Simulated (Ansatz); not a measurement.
CH₂F₂SSi, SMILES `F[C@H]1S[Si@@H]1F`, 7 atoms. The species carries charge 0 and has multiplicity 1. All runs use 2 threads of an Arm Neoverse V1 on a shared host. Correlated methods freeze the cores.

**Question.** How many basis functions does each run have, and how long does it take in Ansatz? RKS PBE0-D4/def2-TZVP frequencies; RKS PBE0-D4/def2-SVP energy; RKS ωB97M-V/def2-SVP energy; RKS PBE0-D4/def2-TZVP relaxation (8 steps); direct RPA on PBE orbitals/def2-TZVPP energy; RHF-CCSD(T)/def2-TZVPP energy; RKS revPBE-D4/def2-TZVPP energy; RKS B3LYP-D4/def2-TZVPP energy and forces; RHF-CCSD(T)/def2-SVP energy; RKS r2SCANh-D4/def2-TZVPP energy; RKS ωB97M-V/def2-QZVPP energy; RHF-MP2/def2-QZVPP energy. (Best estimate.)

**Answer.** Computed: Other jobs shared the machine, so times are rough.

| level | job | functions | wall time | peak host memory (GiB) |
| --- | --- | --- | --- | --- |
| RKS PBE0-D4/def2-SVP | energy | 88 | 1.6 s | 0.15 |
| RKS revPBE-D4/def2-TZVPP | energy | 205 | 2.8 s | 0.24 |
| RHF-CCSD(T)/def2-SVP | energy | 88 | 4.2 s | 0.26 |
| direct RPA on PBE orbitals/def2-TZVPP | energy | 205 | 6.5 s | 0.39 |
| RKS B3LYP-D4/def2-TZVPP | energy and forces | 205 | 6.5 s | 0.51 |
| RKS ωB97M-V/def2-SVP | energy | 88 | 7 s | 0.24 |
| RKS r2SCANh-D4/def2-TZVPP | energy | 205 | 7.5 s | 0.47 |
| RHF-MP2/def2-QZVPP | energy | 371 | 23 s | 1.6 |
| RKS ωB97M-V/def2-QZVPP | energy | 371 | 28 s | 1.2 |
| RKS PBE0-D4/def2-TZVP | relaxation (8 steps) | 179 | 45 s | 0.41 |
| RHF-CCSD(T)/def2-TZVPP | energy | 205 | 2.1 min | 2.6 |
| RKS PBE0-D4/def2-TZVP | frequencies | 179 | 2.5 min | 0.41 |

B3LYP here is the variant with VWN-RPA as its local correlation; programs differ in this.
